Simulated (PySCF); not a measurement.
Correlation energy of Sr (strontium, neutral)

[Kr] 5s2, closed-shell 1S. Computed with PySCF 2.14 in Sapporo-DKH3-DZP-2012 (7s6p2d, 35 functions), with scalar relativity by spin-free X2C-1e. Frozen: [Kr]; 2 electrons correlated.

Total MP2 correlation energy: -13.42 mhartree.

Same-spin part 0.00 and opposite-spin part -13.42 mhartree; SCS-MP2 scales them by 1/3 and 6/5 to -16.10 mhartree.

With two correlated electrons CCSD is exact within the correlated space (frozen core and kept virtual orbitals).

```csv
level,correlation energy (mhartree)
CCSD,-24.29
```

Diagnostics: T1 = 0.011, D1 = 0.0158, largest double amplitude 0.169.

A double-excitation amplitude exceeds 0.15, a sign of near-degeneracy.

Cost of the coupled-cluster step: 0.04 s of wall time on 1 thread of Neoverse-V2 (shared host), for 2 correlated electrons.

Iterations:

```
CC2 = 0
CCSD nocc = 1, nmo = 17
frozen orbitals [0, 1, 2, 3, 4, 5, 6, 7, 8, 9, 10, 11, 12, 13, 14, 15, 16, 17]
max_cycle = 100
direct = 0
conv_tol = 1e-08
conv_tol_normt = 1e-06
diis_space = 8
diis_start_cycle = 0
Init t2, MP2 energy = -3177.17180438038  E_corr(MP2) -0.013418942300506
Init E_corr(CCSD) = -0.013418942300739
cycle = 1  E_corr(CCSD) = -0.019403468063087  dE = -0.00598452576  norm(t1,t2) = 0.0768221
cycle = 2  E_corr(CCSD) = -0.0220947223127278  dE = -0.00269125425  norm(t1,t2) = 0.0358106
cycle = 3  E_corr(CCSD) = -0.0243082806678557  dE = -0.00221355836  norm(t1,t2) = 0.0164361
cycle = 4  E_corr(CCSD) = -0.0242635833646149  dE = 4.46973032e-05  norm(t1,t2) = 0.000882192
cycle = 5  E_corr(CCSD) = -0.0242995668486397  dE = -3.5983484e-05  norm(t1,t2) = 0.000217856
cycle = 6  E_corr(CCSD) = -0.0242865487238501  dE = 1.30181248e-05  norm(t1,t2) = 8.99105e-05
cycle = 7  E_corr(CCSD) = -0.0242879258801159  dE = -1.37715627e-06  norm(t1,t2) = 9.86667e-06
cycle = 8  E_corr(CCSD) = -0.0242878733027716  dE = 5.25773442e-08  norm(t1,t2) = 5.14569e-07
cycle = 9  E_corr(CCSD) = -0.0242878690401124  dE = 4.26265927e-09  norm(t1,t2) = 5.61534e-08
CCSD converged
E(CCSD) = -3177.182673307123  E_corr = -0.02428786904011237
```
